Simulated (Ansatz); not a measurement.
Relaxation of Cl2GeH3 (6 atoms, charge 0, multiplicity 2), to a largest force component of 0.03 eV/Å in at most 50 steps.

These are results of UKS B3LYP/def2-SVP (Ansatz 0.2.0), not measurements.

```xyz
6
Properties=species:S:1:pos:R:3:forces:R:3
Ge 0.021 0.036 -0.265 0.00 0.00 0.05
H -0.056 -0.096 2.481 0.06 0.10 0.96
H 1.475 -0.031 -0.809 -0.02 0.00 0.00
H -0.763 1.261 -0.809 0.01 -0.02 0.00
Cl -1.020 -1.768 -0.906 0.01 0.02 -0.01
Cl 0.029 0.051 3.807 -0.06 -0.10 -0.99
```

**Question.** Where does it end, and by what steps?

**Answer.** The forces met the threshold. The force dipped under the threshold on the way, but the program's further checks kept it going. After 19 steps the energy has fallen by 0.088 eV; Cl5 moved furthest, 1.17 Å.

```
step  energy less start (eV)  largest force component (eV/Å)  accepted
   0                  0.0000                           0.992       yes
   1                 -0.0125                           0.515       yes
   2                 -0.0160                           0.547       yes
   3                 -0.0203                           0.426       yes
   4                 -0.0320                           0.235       yes
   5                 -0.0379                           0.327       yes
   6                 -0.0570                           0.096       yes
   7                 -0.0601                           0.111       yes
   8                 -0.0611                           0.199       yes
   9                 -0.0360                           1.161        no
  10                 -0.0672                           0.035       yes
  11                 -0.0691                           0.360       yes
  12                 -0.0790                           0.040       yes
  13                 -0.0808                           0.386       yes
  14                 -0.0866                           0.019       yes
  15                 -0.0766                           0.627        no
  16                 -0.0873                           0.076       yes
  17                 -0.0874                           0.157       yes
  18                 -0.0883                           0.045       yes
  19                 -0.0885                           0.016       yes
```

```xyz
6
Properties=species:S:1:pos:R:3
Ge -0.190 -0.329 -0.262
H -0.195 -0.336 3.444
H 1.357 -0.216 -0.370
H -0.864 1.069 -0.366
Cl -0.847 -1.469 -2.020
Cl 0.424 0.734 3.072
```

Time of the run: 47 s on 2 threads of Arm Neoverse V2, on a shared host, peak memory 0.24 GiB.
